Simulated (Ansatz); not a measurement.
C$_{2}$H$_{6}$AlBr, SMILES `[CH3][Al]([CH3])[Br]`, one more setting.

```yaml
crystal:
  periodic: [false, false, false]
  atoms:
    - {symbol: C, position_ang: [-1.161275, 0.015014, -1.220458]}
    - {symbol: Al, position_ang: [-0.073637, -0.579890, 0.147490]}
    - {symbol: C, position_ang: [1.257392, 0.533688, 1.101860]}
    - {symbol: Br, position_ang: [-0.292491, -2.767571, 0.825903]}
    - {symbol: H, position_ang: [-0.510554, 0.418581, -2.123184]}
    - {symbol: H, position_ang: [-1.755341, 0.858259, -0.934613]}
    - {symbol: H, position_ang: [-1.735597, -0.743105, -1.671398]}
    - {symbol: H, position_ang: [0.787195, 1.416840, 1.486455]}
    - {symbol: H, position_ang: [1.784012, -0.025102, 1.894534]}
    - {symbol: H, position_ang: [2.041777, 0.824184, 0.434810]}
basis:
  gaussian: {orbitals: "6-31G*", nuclear_model: gaussian}
total_charge: -1
magnetization: {spin_polarized: true, initial_magnetization: 1}
hamiltonian: {xc: {name: r2SCAN}}
output: {forces: true}
```

```sh
$ ansatz run in.yaml --threads 4 --pin off --events-out ev --progress --plain --max-ram 10444MiB
```

It prints (some lines left out):

```
Functional definition: r2SCAN
1160 factors; their error is unknown
mean field evaluation 1: about -78798.8054 eV, gradient 3.5e1 eV
mean field evaluation 2: about -78793.0107 eV, gradient 4.6e1 eV
mean field evaluation 4: about -78804.7087 eV, gradient 1.8e0 eV
mean field evaluation 8: about -78804.7333 eV, gradient 4.5e-2 eV
mean field evaluation 16: about -78804.6884 eV, gradient 1.8e-4 eV
mean field -78804.68840496 eV, -2896.0188831459 hartree, gradient 5.4e-5 eV, S^2 0.757340; 1 other end points of the search recorded, 0 dependent functions left out
reference -78804.68842173 eV, -2896.0188837624 hartree; 34, 33 occupied and 62, 63 virtual orbitals, 1160 factors
Total energy: -78804.68842173 eV, -2896.0188837624 hartree
Atom 0 at    -1.161275     0.015014    -1.220458 Å, force     1.398913     2.182371    -3.284100 eV/Å
Atom 1 at    -0.073637    -0.579890     0.147490 Å, force     1.462721    -0.300189     1.673373 eV/Å
Atom 2 at     1.257392     0.533688     1.101860 Å, force     0.229831    -0.950884     0.185167 eV/Å
Atom 3 at    -0.292491    -2.767571     0.825903 Å, force    -0.132050    -1.233509     0.375897 eV/Å
Atom 4 at    -0.510554     0.418581    -2.123184 Å, force    -1.034611    -0.562992     1.433142 eV/Å
Atom 5 at    -1.755341     0.858259    -0.934613 Å, force    -0.870271     0.571602     0.100260 eV/Å
Atom 6 at    -1.735597    -0.743105    -1.671398 Å, force    -1.226971    -1.110594    -0.511329 eV/Å
Atom 7 at     0.787195     1.416840     1.486455 Å, force    -0.145219     0.731592     0.585514 eV/Å
Atom 8 at     1.784012    -0.025102     1.894534 Å, force    -0.380278     0.163172     0.133368 eV/Å
Atom 9 at     2.041777     0.824184     0.434810 Å, force     0.697937     0.509432    -0.691292 eV/Å
Dipole moment:    -0.050307    -0.223944     0.021845 e Å
```

Run time 5.5 s (4 threads of an Arm Neoverse V1 on a shared host); peak host memory 0.43 GiB.
